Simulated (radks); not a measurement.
Excited configurations of Tm XXIX: one electron is placed in a higher orbital outside [Kr] 4d4. The ground configuration is [Kr] 4d5. All-electron calculation, Dirac Kohn-Sham, LDA (Slater exchange, Perdew-Wang correlation), spin-unpolarised, spherical densities, finite nucleus; open shells fill j = l - 1/2 first; Fermi nuclear charge, rms radius 5.2256 fm. Program: a radial shooting solver on a logarithmic mesh with Libxc functionals. Excitation = E - E(ground); binding = E(ion) - E, where the ion is the core of charge +29; n* = 29/sqrt(2 binding) in atomic units. These energies are relativistic, and a one-electron ion of charge +29 with no core already has n* below n in this formula (Dirac formula, point nucleus: 5s1/2 4.981, 5p1/2 4.981, 5d3/2 4.992, 5f5/2 4.996, 6d3/2 5.992, 6f5/2 5.995, 7p1/2 6.980, 7d3/2 6.991, 7f5/2 6.995). The quantum defect is therefore taken as that value minus n*, so that it holds no relativistic shift of the bare ion.

| outer orbital | excitation (eV) | binding (eV) | n* | quantum defect | eigenvalue (eV) | <r> (bohr) |
|---|---|---|---|---|---|---|
| 5s1/2 | 320.53 | 731.07 | 3.956 | 1.025 | -717.88 | 0.8211 |
| 5p1/2 | 358.57 | 693.04 | 4.063 | 0.917 | -680.11 | 0.8346 |
| 5d3/2 | 444.13 | 607.47 | 4.340 | 0.652 | -595.48 | 0.8860 |
| 6d3/2 | 652.66 | 398.94 | 5.356 | 0.636 | -391.99 | 1.394 |
| 6f5/2 | 692.02 | 359.58 | 5.641 | 0.354 | -352.83 | 1.443 |
| 7p1/2 | 742.66 | 308.94 | 6.086 | 0.894 | -304.01 | 1.893 |
| 7d3/2 | 768.83 | 282.77 | 6.361 | 0.630 | -278.13 | 2.002 |
| 7f5/2 | 792.10 | 259.50 | 6.640 | 0.355 | -255.01 | 2.079 |

Estimate the row for 5f5/2.

Answer. excitation (eV) 519.79; binding (eV) 531.82; n* 4.639; quantum defect 0.357; eigenvalue (eV) -520.08; <r> (bohr) 0.9063. The Delta-SCF ionisation energy is 1051.6 eV (NIST Atomic Spectra Database: 1050 eV, theoretical). Self-interaction in the functional shifts the binding energies and quantum defects, so they are the method's values and not measured ones. Spin polarisation and multiplet splitting are left out, so open shells lie too high by an amount that depends on their filling.

Beside tabulated values, note that spin-unpolarised runs miss the spin-polarisation part of the exchange energy of open shells.
